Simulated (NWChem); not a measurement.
Species: Si$_{2}$H$_{3}$Cl$_{2}$F; SMILES F[Si@H](Cl)[SiH2]Cl

```xyz
8

F      1.8052    -0.8626    -0.4266
Si     0.4176    -0.7942     0.4097
Cl    -0.6760    -2.4905    -0.0172
Si    -0.8426     1.0307    -0.3333
Cl     0.1633     2.7728     0.1738
H      0.7601    -0.7952     1.8550
H     -1.0136     0.9693    -1.8120
H     -2.1763     1.0289     0.3326
```
Atoms are numbered in this order, from 1.

Level: PBE0/def2-SVP (NWChem), optimised geometry, unscaled harmonic frequencies. 

| frequency (cm⁻¹) | IR intensity (km/mol) |
|---|---|
| 41 | 1.4 |
| 65 | 3.2 |
| 150 | 0.2 |
| 173 | 13.3 |
| 251 | 10.4 |
| 425 | 8.0 |
| 498 | 16.7 |
| 555 | 155.6 |
| 571 | 34.0 |
| 686 | 17.8 |
| 748 | 321.0 |
| 819 | 31.4 |
| 845 | 22.1 |
| 914 | 194.2 |
| 925 | 36.1 |
| 2246 | 64.5 |
| 2259 | 55.3 |
| 2276 | 102.0 |

| Property | Value |
|---|---|
| zero-point energy | 20.6 kcal/mol |
| thermal correction to the enthalpy at 298.15 K (with zero-point energy) | 26.0 kcal/mol |
| heat capacity Cv | 24.1 cal/(mol K) |
| entropy at 298.15 K and 1 atm (symmetry number 1) | 90.1 cal/(mol K) |
| dipole moment | 1.31 D |

Rigid rotor and harmonic oscillator; modes under 100 cm⁻¹ make the entropy uncertain.
